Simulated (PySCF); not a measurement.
# Radial density of F⁺ (fluorine, charge +1)

TPSS, [He] 2s2 2p4, high-spin 3P determinant. All numbers are calculated (PySCF 2.14, the non-relativistic Hamiltonian (point nucleus), in 6-31G* (3s2p1d, 14 functions)).

```json
{"r (bohr)": "0.00322", "4πr²ρ (e/bohr)": "0.05413", "4πr²(ρα − ρβ)": "0.0000"}
{"r (bohr)": "0.00541", "4πr²ρ (e/bohr)": "0.1495", "4πr²(ρα − ρβ)": "0.0001"}
{"r (bohr)": "0.00910", "4πr²ρ (e/bohr)": "0.3985", "4πr²(ρα − ρβ)": "0.0003"}
{"r (bohr)": "0.0153", "4πr²ρ (e/bohr)": "1.003", "4πr²(ρα − ρβ)": "0.0009"}
{"r (bohr)": "0.0258", "4πr²ρ (e/bohr)": "2.360", "4πr²(ρα − ρβ)": "0.0022"}
{"r (bohr)": "0.0433", "4πr²ρ (e/bohr)": "4.871", "4πr²(ρα − ρβ)": "0.0058"}
{"r (bohr)": "0.0729", "4πr²ρ (e/bohr)": "8.180", "4πr²(ρα − ρβ)": "0.0192"}
{"r (bohr)": "0.123", "4πr²ρ (e/bohr)": "9.689", "4πr²(ρα − ρβ)": "0.0856"}
{"r (bohr)": "0.206", "4πr²ρ (e/bohr)": "6.886", "4πr²(ρα − ρβ)": "0.3716"}
{"r (bohr)": "0.347", "4πr²ρ (e/bohr)": "3.992", "4πr²(ρα − ρβ)": "1.0701"}
{"r (bohr)": "0.583", "4πr²ρ (e/bohr)": "5.580", "4πr²(ρα − ρβ)": "1.9387"}
{"r (bohr)": "0.981", "4πr²ρ (e/bohr)": "4.893", "4πr²(ρα − ρβ)": "1.5342"}
{"r (bohr)": "1.65", "4πr²ρ (e/bohr)": "1.284", "4πr²(ρα − ρβ)": "0.3870"}
{"r (bohr)": "2.78", "4πr²ρ (e/bohr)": "0.1056", "4πr²(ρα − ρβ)": "0.0349"}
{"r (bohr)": "4.67", "4πr²ρ (e/bohr)": "3.015e-05", "4πr²(ρα − ρβ)": "0.0000"}
```
